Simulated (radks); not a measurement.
Spherical quantum dot in the effective-mass picture: electrons in a parabolic well V = omega^2 r^2 / 2 with omega = 0.111, with a point charge +2 (a donor) at the centre, all in effective atomic units (hartree* = m*/eps^2 hartree, bohr* = eps/m* bohr), one dielectric constant everywhere. Calculated with a radial shooting solver with Libxc functionals: non-relativistic Kohn-Sham, LDA (Slater exchange, Perdew-Wang correlation), spin-polarised, spherical densities. Levels are named by radial order and angular momentum (1s, 1p, 1d, 2s, ...), and open shells are averaged over m.

N = 12, configuration 1s2 1p6 1d(up 2, down 0) 2s2. This is the lowest configuration that the search found. Occupied and some empty levels:

| level | occupation | eigenvalue (hartree*) | <r> (bohr*) |
|---|---|---|---|
| 1s down | 1 | 1.0086 | 0.9716 |
| 1s up | 1 | 1.0089 | 0.9719 |
| 2s up | 1 | 1.4762 | 6.605 |
| 2s down | 1 | 1.4845 | 6.548 |
| 1p up | 3 | 1.5016 | 6.955 |
| 1p down | 3 | 1.5101 | 6.911 |
| 1d up | 2 | 1.5488 | 7.739 |
| 1d down | 0 | 1.5579 | 7.746 |
| 1f up | 0 | 1.6036 | 8.323 |
| 1f down | 0 | 1.6127 | 8.353 |
| 2p up | 0 | 1.6327 | 6.913 |
| 2p down | 0 | 1.6377 | 6.926 |
| 1g up | 0 | 1.6655 | 8.828 |
| 1g down | 0 | 1.6741 | 8.870 |

Energy (hartree*): total 6.23724, kinetic 3.4487, external -6.5033, Hartree 11.566, exchange-correlation -2.2737.
